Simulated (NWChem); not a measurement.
InSiH$_{5}$O; SMILES [InH2][O][SiH3]

```xyz
8

In     0.0240    -0.9765     0.0000
H     -1.3517    -1.9953     0.0007
H      1.7278    -1.1895    -0.0006
O     -0.5304     0.9549    -0.0002
Si     0.1207     2.4640     0.0001
H     -0.3067     3.2310     1.2138
H     -0.3157     3.2350    -1.2079
H      1.6241     2.4319    -0.0056
```
Atoms are numbered in this order, from 1.

All runs: NWChem. Structure relaxed at the PBE0/def2-SVP level. def2 effective core potentials on In; no spin-orbit coupling. Level M06-L/def2-SVP: energy and gradient on several grids; changes count from the extra-fine grid, which is no exact limit either.

```tsv
grid	size of the energy change (μHa)	largest change of a gradient component (μHa/bohr)	time, medium = 1 (rough)
xcoarse	10000	10000	about 1
coarse	1000	1000	about 1
medium	80	500	about 1
fine	< 10	300	about 1
xfine	< 10	< 30	2
```
